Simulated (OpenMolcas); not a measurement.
## What dynamic correlation does to the levels of neutral potassium

```yaml
Program: OpenMolcas
Basis: ANO-RCC-VQZP [7s6p3d2f1g]
Scalar_Hamiltonian: DKH2, point nucleus
Active_space: 1 electron in 4 orbitals (4s 4p)
State_averaging: 2S+1 = 2 even, 1 root; 2S+1 = 2 odd, 3 roots
Spin-orbit_coupling: RASSI with atomic mean-field integrals over the reference wave functions, term energies averaged over their components
```

Methods on the same reference wave functions:
A. CASSCF
B. SS-CASPT2, IPEA 0.25 Eh, imaginary shift 0.1 Eh (closed shells correlated: 3s 3p)

Energies in cm⁻¹ above 4s ²S_1/2, the measured ground level; measured values from NIST Handbook of Basic Atomic Spectroscopic Data.

```tsv
Level	A	B	Measured
4s ²S_1/2	0.0	0.0	0.0
4p ²P°_1/2	11496	13081	12985
4p ²P°_3/2	11531	13116	13043
```

Deviations, from unrounded energies. A percentage is the sum of absolute deviations over the sum of measured energies, with the sign that they share, or ± where signs differ.

| Against measurement | Levels | A | B |
| --- | --- | --- | --- |
| mean absolute deviation (cm-1) | 2 | 1500 | 85 |
| other configurations (%) | 2 | -11.5 | +0.7 |

B lies closest to measurement on these levels. The largest miss of B in the table is 4p ²P°_1/2, by +96 cm-1. The ranking rests on the paired levels alone, and a cruder setting can come out closer through cancelling errors.

The lowest spin-free term lies below A's lowest term by 0.249 hartree in B.

ANO sets are built for ground and valence states and can reach diffuse excited orbitals poorly. With one active electron the reference holds no correlation, so core polarisation is missing (holds for A). With one active electron, CASPT2 adds the correlation within the correlated inactive shells and between them and that electron, and leaves the splitting within a term as the reference gives it (holds for B). Measured partners are found by configuration, term and J. A level has none where our copy of the source lacks it or the pairing is in doubt (some pairs that miss far off the trend of their configuration count as doubtful), and it then counts in no deviation. Only configurations of the active space appear.

° marks odd parity.
